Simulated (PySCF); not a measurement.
A side-by-side comparison of computed properties.

First species: C2H6O3S.
SMILES with atom numbers: `[CH3:1][CH2:2][S:3](=[O:4])(=[O:5])[OH:6]` (hydrogens: H7, H8, H9 on C1; H10, H11 on C2; H12 on O6)

Second species: pivaloyl chloride, C5H9ClO.
SMILES with atom numbers: `[CH3:1][C:2]([CH3:3])([CH3:4])[C:5](=[O:6])[Cl:7]` (hydrogens: H8, H9, H10 on C1; H11, H12, H13 on C3; H14, H15, H16 on C4)

Levels: PBE0/pcSseg-1 for dipole moment, HOMO energy, LUMO energy and HOMO–LUMO gap; GFN2-xTB for rotational constant A and rotational constant C. Geometries: GFN2-xTB. Each species is one conformer at its optimised geometry, gas phase, non-relativistic unless stated. Electronic properties by PySCF.

The conformers computed, where there is a choice (atom-mapped SMILES and torsion angles):
- `[CH3:1][CH2:2][S:3](=[O:4])(=[O:5])[OH:6]`: C1–C2–S3–O4 -51°, H–O6–S3–C2 122°
- `[CH3:1][C:2]([CH3:3])([CH3:4])[C:5](=[O:6])[Cl:7]`: C1–C2–C5–O6 0°

```json
{"property": "dipole moment", "column X": "3.09 D", "column Y": "3.69 D"}
{"property": "HOMO energy", "column X": "-8.34 eV", "column Y": "-8.90 eV"}
{"property": "LUMO energy", "column X": "-0.91 eV", "column Y": "0.67 eV"}
{"property": "HOMO–LUMO gap", "column X": "7.43 eV", "column Y": "9.57 eV"}
{"property": "rotational constant A", "column X": "3.009 GHz", "column Y": "4.621 GHz"}
{"property": "rotational constant C", "column X": "1.464 GHz", "column Y": "2.487 GHz"}
```

Task: Which column belongs to which species?

Result: Column X is the second species and column Y the first. The first has 12 atoms and 58 electrons, the second 16 and 64.

Task: How does each property change from the first species to the second?

Result: dipole moment -0.60 D; HOMO energy +0.56 eV; LUMO energy -1.58 eV; HOMO–LUMO gap -2.14 eV; rotational constant A -1.612 GHz; rotational constant C -1.023 GHz.

On the first: The dipole matches unit charges of opposite sign 0.77 Å apart (1 e·Å = 4.8032 D).

On the second: A dipole of 3.09 D is allowed in Cs, and pure rotational transitions are dipole-allowed. In atomic units the dipole is 1.21 e·bohr (1 au = 2.5417 D).
